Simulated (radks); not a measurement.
The numbers below are computed, except where a source is named.
Pb4+, configuration [Xe] 4f14 5d8 5f2 (not the ground configuration).

Code: a radial shooting solver on a logarithmic mesh with Libxc functionals. Model: Dirac Kohn-Sham, PW91, spin-unpolarised, spherical densities, finite nucleus; open shells fill j = l - 1/2 first; Fermi nuclear charge, rms radius 5.5012 fm.

Energy parts (Ry):
| part | energy |
|---|---|
| total | -41835.4274 |
| kinetic | 48647.2365 |
| electron-nucleus | -105528.5291 |
| Hartree | 15825.9966 |
| exchange-correlation | -780.1315 |

Orbitals (lengths in bohr, moments of r in powers of bohr; r(max) is where P^2 peaks):
[
 {"orbital": "1s1/2", "occ.": "2", "eigenvalue (Ry)": "-6466.488", "r(max)": "0.009845", "<r^2>": "0.0003576"},
 {"orbital": "2s1/2", "occ.": "2", "eigenvalue (Ry)": "-1159.112", "r(max)": "0.05739", "<r^2>": "0.005366"},
 {"orbital": "2p1/2", "occ.": "2", "eigenvalue (Ry)": "-1113.861", "r(max)": "0.04198", "<r^2>": "0.003774"},
 {"orbital": "2p3/2", "occ.": "4", "eigenvalue (Ry)": "-952.9075", "r(max)": "0.04969", "<r^2>": "0.004956"},
 {"orbital": "3s1/2", "occ.": "2", "eigenvalue (Ry)": "-281.3310", "r(max)": "0.1615", "<r^2>": "0.03477"},
 {"orbital": "3p1/2", "occ.": "2", "eigenvalue (Ry)": "-260.7824", "r(max)": "0.1504", "<r^2>": "0.03158"},
 {"orbital": "3p3/2", "occ.": "4", "eigenvalue (Ry)": "-224.8700", "r(max)": "0.1660", "<r^2>": "0.03792"},
 {"orbital": "3d3/2", "occ.": "4", "eigenvalue (Ry)": "-190.8829", "r(max)": "0.1289", "<r^2>": "0.02892"},
 {"orbital": "3d5/2", "occ.": "6", "eigenvalue (Ry)": "-183.2388", "r(max)": "0.1331", "<r^2>": "0.03063"},
 {"orbital": "4s1/2", "occ.": "2", "eigenvalue (Ry)": "-66.84377", "r(max)": "0.3628", "<r^2>": "0.1667"},
 {"orbital": "4p1/2", "occ.": "2", "eigenvalue (Ry)": "-57.92570", "r(max)": "0.3603", "<r^2>": "0.1690"},
 {"orbital": "4p3/2", "occ.": "4", "eigenvalue (Ry)": "-49.13093", "r(max)": "0.3919", "<r^2>": "0.2002"},
 {"orbital": "4d3/2", "occ.": "4", "eigenvalue (Ry)": "-34.55145", "r(max)": "0.3831", "<r^2>": "0.2081"},
 {"orbital": "4d5/2", "occ.": "6", "eigenvalue (Ry)": "-32.90915", "r(max)": "0.3927", "<r^2>": "0.2188"},
 {"orbital": "4f5/2", "occ.": "6", "eigenvalue (Ry)": "-14.03035", "r(max)": "0.3475", "<r^2>": "0.2422"},
 {"orbital": "4f7/2", "occ.": "8", "eigenvalue (Ry)": "-13.65949", "r(max)": "0.3519", "<r^2>": "0.2489"},
 {"orbital": "5s1/2", "occ.": "2", "eigenvalue (Ry)": "-14.54323", "r(max)": "0.7882", "<r^2>": "0.8070"},
 {"orbital": "5p1/2", "occ.": "2", "eigenvalue (Ry)": "-11.46882", "r(max)": "0.8252", "<r^2>": "0.9182"},
 {"orbital": "5p3/2", "occ.": "4", "eigenvalue (Ry)": "-9.77811", "r(max)": "0.9003", "<r^2>": "1.100"},
 {"orbital": "5d3/2", "occ.": "4", "eigenvalue (Ry)": "-5.42202", "r(max)": "1.033", "<r^2>": "1.630"},
 {"orbital": "5d5/2", "occ.": "4", "eigenvalue (Ry)": "-5.20334", "r(max)": "1.061", "<r^2>": "1.725"},
 {"orbital": "5f5/2", "occ.": "2", "eigenvalue (Ry)": "-1.66847", "r(max)": "2.025", "<r^2>": "7.250"},
 {"orbital": "5f7/2", "occ.": "0", "eigenvalue (Ry)": "-1.65899", "r(max)": "2.052", "<r^2>": "7.383"}
]

The highest occupied level is 5f5/2 at -22.701 eV. The electron density at the nucleus is 2.736e+06 e/bohr^3.
